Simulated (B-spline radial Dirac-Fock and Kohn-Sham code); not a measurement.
# What relativity does to the binding energies of Bi⁵³⁺

System: bismuth as Bi⁵³⁺ in the configuration 1s2 2s2 2p6 3s2 3p6 3d10 4s2.

Both columns are ΔSCF binding energies of the configuration average from a radial finite-basis atomic code: non-relativistic Hartree-Fock with a point nucleus, and Dirac-Fock with a finite nucleus and the Coulomb interaction alone, averaged over the two j levels with weights 2j+1.

```
shell  Hartree-Fock (eV)  Dirac-Fock (eV)  shift (eV)  shift (%)
   1s            84542.9          94092.3    +9549.41     +11.30
   2s            16829.8          19453.4    +2623.56     +15.59
   2p            16309.8          17228.9     +919.08      +5.64
   3s             6133.0           6847.9     +714.92     +11.66
   3p             5890.6           6184.3     +293.73      +4.99
   3d             5460.9           5472.0      +11.12      +0.20
   4s             3073.6           3334.3     +260.63      +8.48
```

Relativity binds 1s, 2s, 2p, 3s, 3p, 3d, 4s more strongly, among those listed most of all 2s in relative terms.

Values without a named source are computed, but for edge energies of neutral atoms, which are taken from tables.
